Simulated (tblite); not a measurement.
C7H6N3 (doublet state).
Cartesian coordinates in Å at the GFN2-xTB level; atoms count from 1:
```xyz
16
C7H6N3 angstrom
C      3.203   -0.600    0.919
C      2.142   -0.175    0.232
N      1.599    1.054    0.478
C      0.376    1.360    0.309
C     -0.721    0.490   -0.073
C     -1.992    0.976   -0.436
N     -2.974    0.170   -0.761
C     -2.782   -1.134   -0.857
C     -1.526   -1.615   -0.500
N     -0.602   -0.840   -0.083
H      3.607   -0.015    1.727
H      3.651   -1.557    0.723
H      1.711   -0.789   -0.557
H      0.111    2.399    0.485
H     -2.202    2.036   -0.452
H     -3.610   -1.749   -1.165
```

Computed values, GFN2-xTB/tblite, gas phase, harmonic and unscaled. Against measured fundamentals such values can be off by several per cent, at times by over 20. One conformer, not necessarily the lowest. Open shells enter through the occupations alone, without spin polarisation, and single modes of such species can be off by tens of per cent.

Harmonic wavenumbers (cm⁻¹): 42.1, 63.3, 113.1, 163.8, 253.6, 269.8, 336.4, 369.2, 437.6, 556.5, 590.7, 640.5, 691.9, 723.5, 788.8, 816.0, 848.4, 852.9, 868.0, 927.2, 965.1, 971.2, 1111.8, 1137.0, 1151.1, 1201.8, 1211.8, 1285.2, 1332.3, 1341.4, 1378.6, 1410.8, 1415.4, 1534.5, 1613.4, 1652.3, 2960.8, 3007.9, 3064.3, 3103.3, 3117.8, 3154.9.

A = 3869, B = 842.9, C = 698.3 MHz; mass 132.056 u (most abundant isotopes); point group C1, symmetry number 1; spin multiplicity 2.

Problem. Zero-point energy?

Solution. ½Σν̃ = 24738 cm⁻¹ = 295.93 kJ/mol.

Problem. What is S at 273.15 K and 1 bar for an ideal gas of classical rigid rotors and harmonic oscillators?

Solution. Translation 167.94, rotation 121.65, vibration 96.46, spin (R ln 2) 5.76: S = 391.8 J/(mol K).

Problem. And Cp and H(273.15 K) − H(0)?

Solution. Cp = 135.62 J/(mol K), of which vibrations give 102.36 (their classical limit is 42 R = 349.2); H(273.15 K) − H(0) = 22.86 kJ/mol without the zero-point energy, 13.78 from vibrations.

Problem. Which modes carry the vibrational entropy at 273.15 K?

Solution. 42.1 cm⁻¹: 20.85; 63.3 cm⁻¹: 17.48; 113.1 cm⁻¹: 12.74; 163.8 cm⁻¹: 9.79; 253.6 cm⁻¹: 6.50; 269.8 cm⁻¹: 6.06 J/(mol K); the other 36 give 23.02 together.

Problem. Blend soft modes into free rotors: weight 1/[1 + (100 cm⁻¹/ν̃)⁴] for the oscillator and the rest for a rotor with moment μB/(μ + B), μ = h/(8π²ν), B = 10⁻⁴⁴ kg m². What vibrational entropy results?

Solution. 86.93 J/(mol K) in place of 96.46, which changes −T·S at 273.15 K by +2.60 kJ/mol.

Hindered rotation and anharmonicity are outside this model. Other conformers, if any are populated, would add a mixing term that is left out. The structure is chiral; the term R ln 2 for an equal mix with its mirror image is left out.
